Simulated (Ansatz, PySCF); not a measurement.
Spin states of H2O2Pt (SMILES [OH][Pt][OH]), each relaxed with B3LYP-D3(BJ)/def2-TZVP.
State 1 (charge 0, multiplicity 3):
```xyz
5

Pt     0.0060    -0.3174    -0.0600
O      1.5512     0.0056    -1.0660
H      1.6037     0.7450    -1.6830
O     -1.5490    -0.4597     0.9726
H     -1.6658     0.0561     1.7791
```
State 2 (charge 0, multiplicity 1):
```xyz
5

Pt     0.2230    -0.4304     0.1644
O      1.2691    -0.0840    -1.3253
H      1.5324     0.8499    -1.3622
O     -1.4121    -0.5726     1.0248
H     -1.6662     0.2668     1.4411
```

| level | energy of the multiplicity-1 state less that of the multiplicity-3 state (kcal/mol) | cost |
|---|---|---|
| PBE/def2-TZVPP | 1.34 | ×1 |
| BLYP-D3(BJ)/def2-TZVPP | 1.67 | ×1 |
| r2SCAN/def2-TZVPP | 5.96 | ×2 |
| r2SCAN-D4/def2-TZVPP | 5.96 | ×2 |
| r2SCANh/def2-TZVPP | 7.31 | ×2 |
| PBE0-D3(BJ)/def2-TZVPP | 5.26 | ×1 |
| PBE0-D4/def2-TZVPP | 5.26 | ×1 |
| BHLYP/def2-TZVPP | 9.89 | ×2 |
| CAM-B3LYP-D3(BJ)/def2-TZVPP | 6.00 | ×2 |
| B2PLYP/def2-TZVPP | 1.34 | ×2 |
| B2PLYP-D3(BJ)/def2-TZVPP | 1.32 | ×2 |
| B2PLYP-D4/def2-TZVPP | 1.32 | ×2 |
| CCSD/def2-SVP | 3.81 | - |
| CCSD(T)/def2-SVP | -0.07 | ×5 |

The rows run from -0.07 (CCSD(T)/def2-SVP) to 9.89 kcal/mol (BHLYP/def2-TZVPP). The dispersion term adds -0.01 in r2SCAN-D4, -0.02 in B2PLYP-D3(BJ), -0.02 in B2PLYP-D4. The 5 functionals in def2-TZVPP without D3 or D4 span 8.55, from PBE to BHLYP.

Singlets are restricted, other states unrestricted; no spin–orbit coupling, no relativity up to Kr; see below for the cores. The largest T1 diagnostic is 0.036.

Correlated levels freeze the inner cores; with def2 sets outer-core shells near the valence are correlated too.

Doubts at one or more of the structures used: a restricted determinant that unrestricted orbitals would lower (B2PLYP/def2-TZVPP, B2PLYP-D3(BJ)/def2-TZVPP, B2PLYP-D4/def2-TZVPP, CCSD/def2-SVP, CCSD(T)/def2-SVP).

The values were computed with Ansatz (a program for electronic structure) with Gaussian orbitals; PySCF for the dispersion terms.  In def2 rows elements past Kr take small-core potentials, without spin–orbit coupling.

Costs are rough ratios of core time to PBE/def2-TZVPP (about 8 s over the structures, on one shared machine); a dash marks a level with no comparable run of its own.
